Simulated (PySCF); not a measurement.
Ta(O)(F)3 anion (F3OTa), SMILES [F][Ta]([F])([F])=[O] (connectivity only; charge and spin as stated), charge -1, multiplicity 2.

The structure is a stationary point at B3LYP-D3(BJ)/def2-SVPD. The multiplicity is an assumed one; other spin states were not compared. The isomer is the one that the SMILES or the coordinates give; other isomers of the formula were not compared. The def2 effective core potentials stand for the cores of Ta; spin–orbit coupling is left out.

Two levels are set side by side: PBE/def2-SVPD (PySCF) and M06-2X/def2-SVPD (PySCF). Same geometry, gas phase. Differences are taken from unrounded values.

```csv
quantity,M06-2X
α-spin orbital gap (eV),6.06
β-spin orbital gap (eV),7.43
mean polarisability (bohr³),54.8
```

Problem. What does PBE give, and how far is it from M06-2X? (The exact figures need the calculation; the answer reports its results.)

Solution. 
```
quantity                      PBE  PBE minus M06-2X
---------------------------  ----  ----------------
α-spin orbital gap (eV)      1.70             -4.36
β-spin orbital gap (eV)      4.74             -2.69
mean polarisability (bohr³)  69.6              14.7
```

PBE's more diffuse valence density responds more strongly to a field. Differences between two approximate levels are no errors against the true value.
